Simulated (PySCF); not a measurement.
Input file for PySCF: R-B3LYP/6-31G* on AlFH2O (SMILES [OH][AlH][F]), a point of a bond scan (R = 0.958 Å).

```python
from pyscf import gto, scf, dft, mp
from pyscf.data.elements import chemcore

mol = gto.M(
    atom='''
    Al   -0.22437839   -0.36994440    0.12139836
    H    -1.02851550   -1.64177396    0.51864000
    F     1.24636186   -0.07531748    0.81825782
    O    -0.85471535    0.70268961   -1.01729409
    H    -0.43409934    1.50739160   -1.32278639
    ''',
    basis='6-31g*',
    cart=True,
    charge=0, spin=0, verbose=3, max_memory=1800)
mf = dft.RKS(mol, xc='b3lyp')
mf.conv_tol = 1e-8
mf.max_cycle = 100
mf.kernel()
if not mf.converged:
    mf = mf.newton().run(mf.mo_coeff, mf.mo_occ)
```

**Question.** Give the final energy of this run.

**Answer.** -418.8151 hartree.
